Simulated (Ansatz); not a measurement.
One change: `[NH2][Sc]([NH2])[O][SiH3]` becomes `[NH2][Y]([NH2])[O][SiH3]`.

Ansatz, PBE0-D4/def2-TZVP geometries, multiplicity 1. Each molecule was computed in one conformer, which needn't be the lowest.

Elements past krypton have def2 core potentials. Scalar relativity is left out up to krypton.

```
                               property  `[NH2][Sc]([NH2])[O][SiH3]`
     LUMO energy (PBE0/def2-TZVPP) / eV                        -1.42
HOMO–LUMO gap (ωB97M-V/def2-TZVPP) / eV                         9.42
    LUMO energy (B3LYP/def2-TZVPP) / eV                        -1.78
     HOMO energy (PBE0/def2-TZVPP) / eV                        -7.01
  HOMO energy (ωB97M-V/def2-TZVPP) / eV                        -9.41
    HOMO energy (B3LYP/def2-TZVPP) / eV                        -6.79
```

Question: Give the same properties after the change, and the shifts. (Estimate.)

Answer: The calculation gave: 
```tsv
property	`[NH2][Y]([NH2])[O][SiH3]`	shift
LUMO energy (PBE0/def2-TZVPP) / eV	-1.49	-0.07
HOMO–LUMO gap (ωB97M-V/def2-TZVPP) / eV	8.84	-0.58
LUMO energy (B3LYP/def2-TZVPP) / eV	-1.82	-0.04
HOMO energy (PBE0/def2-TZVPP) / eV	-6.71	0.30
HOMO energy (ωB97M-V/def2-TZVPP) / eV	-9.08	0.33
HOMO energy (B3LYP/def2-TZVPP) / eV	-6.48	0.31
```

With PBE0 the HOMO rises by 0.30 eV and the LUMO falls by 0.07 eV, so the gap narrows by about 0.37 eV. PBE moves the HOMO by 0.28 eV and ωB97M-V by 0.33 eV.

Positive LUMOs are unbound, so they and the gaps depend on the basis.

B3LYP here is the variant with VWN-RPA as its local correlation; programs differ in this.
